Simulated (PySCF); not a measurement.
chloro(fluoromethyl)silane (CH4ClFSi), SMILES FC[SiH2]Cl. Geometry: ωB97X-D3(BJ)/def2-SVP. Other conformers were not sampled.

Computed equilibrium geometry at ωB97X-D3(BJ)/def2-SVP (PySCF confirms it by a frequency run) as bond lengths and angles (one conformer of several):
Atoms: F1 C2 Si3 Cl4 H5 H6 H7 H8. Bond lengths (Å): F1–C2 1.386, C2–Si3 1.891, C2–H5 1.105, C2–H6 1.106, Si3–Cl4 2.064, Si3–H7 1.484, Si3–H8 1.488. Bond angles (°): F1–C2–Si3 109.7, F1–C2–H5 109.2, F1–C2–H6 109.1, Si3–C2–H5 110.9, Si3–C2–H6 110.3, H5–C2–H6 107.5, C2–Si3–Cl4 109.1, C2–Si3–H7 110.2, C2–Si3–H8 109.0, Cl4–Si3–H7 108.6, Cl4–Si3–H8 108.8, H7–Si3–H8 111.1.
